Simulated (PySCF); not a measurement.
**Electron correlation in Si⁺ (silicon, charge +1)**

[Ne] 3s2 4s1, 2S determinant (an excited configuration). Computed with PySCF 2.14 in aug-cc-pwCVDZ (6s5p3d, 36 functions), with the non-relativistic Hamiltonian (point nucleus). Frozen: [Ne]; 3 electrons correlated.

| level | correlation energy (mhartree) |
| --- | --- |
| CCSD | -53.64 |
| (T) | -0.85 |
| CCSD(T) | -54.49 |
| CCSDT | -54.96 |

Diagnostics: T1 = 0.011, D1 = 0.0267, largest double amplitude 0.111.

The outer electron is Rydberg-like, and this basis confines it to a smaller radius and binds it less than a complete one would.

Cost of the coupled-cluster step: roughly 0.25 core-seconds, for 3 correlated electrons.

Iterations:

```
CC2 = 0
CCSD nocc = (np.int64(2), np.int64(1)), nmo = (31, 31)
frozen orbitals [[0, 1, 2, 3, 4], [0, 1, 2, 3, 4]]
max_cycle = 100
direct = 0
conv_tol = 1e-08
conv_tol_normt = 1e-06
diis_space = 8
diis_start_cycle = 0
Init t2, MP2 energy = -0.0371904473919843
Init E_corr(UCCSD) = -0.037190447400902
cycle = 1  E_corr(UCCSD) = -0.0474845690651406  dE = -0.0102941217  norm(t1,t2) = 0.0559181
cycle = 2  E_corr(UCCSD) = -0.0508419263838245  dE = -0.00335735732  norm(t1,t2) = 0.0240417
cycle = 3  E_corr(UCCSD) = -0.0531048540174551  dE = -0.00226292763  norm(t1,t2) = 0.0134721
cycle = 4  E_corr(UCCSD) = -0.0533228233037567  dE = -0.000217969286  norm(t1,t2) = 0.00815564
cycle = 5  E_corr(UCCSD) = -0.0536622686423017  dE = -0.000339445339  norm(t1,t2) = 0.00521846
cycle = 6  E_corr(UCCSD) = -0.0536052955308127  dE = 5.69731115e-05  norm(t1,t2) = 0.00160728
cycle = 7  E_corr(UCCSD) = -0.0536700652797845  dE = -6.4769749e-05  norm(t1,t2) = 0.000361044
cycle = 8  E_corr(UCCSD) = -0.0536357603379641  dE = 3.43049418e-05  norm(t1,t2) = 0.000148434
cycle = 9  E_corr(UCCSD) = -0.0536446498666233  dE = -8.88952866e-06  norm(t1,t2) = 4.99707e-05
cycle = 10  E_corr(UCCSD) = -0.0536448325998352  dE = -1.82733212e-07  norm(t1,t2) = 3.64861e-06
cycle = 11  E_corr(UCCSD) = -0.0536449382631699  dE = -1.05663335e-07  norm(t1,t2) = 1.40988e-06
cycle = 12  E_corr(UCCSD) = -0.0536449435061002  dE = -5.24293034e-09  norm(t1,t2) = 3.88993e-07
UCCSD converged
E(UCCSD) = -288.329998630737  E_corr = -0.05364494350610022
UCCSD(T) correction = -0.000845805530141196
```
